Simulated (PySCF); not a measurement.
```xyz
6
charge 0 multiplicity 1, angstrom
Pb    0.0237    0.0864    0.0000
S    -0.9492   -2.0014    0.0000
O     2.0252    0.6711    0.0000
O    -0.6127    2.0495    0.0000
H     2.6005   -0.1065    0.0000
H     0.1977    2.5827    0.0000
```

Computed with PBE0 in PySCF with Pb def2-SVP with ECP60, S def2-SVP, O def2-SVP, H def2-SVP; scalar-relativistic core potentials, no spin–orbit coupling; density-fitted integrals.

This geometry of PbS(OH)₂ is a stationary point at this level.

(1) What is the point group?

(2) Is it a minimum?

(3) Which band is strongest in the infrared?

(4) What are the dipole moment and the gap between the highest occupied and lowest empty levels?

(5) Give the ideal-gas entropy at 298.15 K and 1 bar by parts.

Results:

(1) Cs.

(2) Yes: all harmonic wavenumbers are real.

(3) 302 cm⁻¹ (a''), 145 km/mol.

(4) 2.14 D and 3.89 eV.

(5) translation 178.9, rotation 113.4, vibration 60.6, spin 0.0; total 352.8 J/(mol K).

Other isomers or separated fragments may lie lower. Spin–orbit coupling, left out here, can matter for elements this heavy.
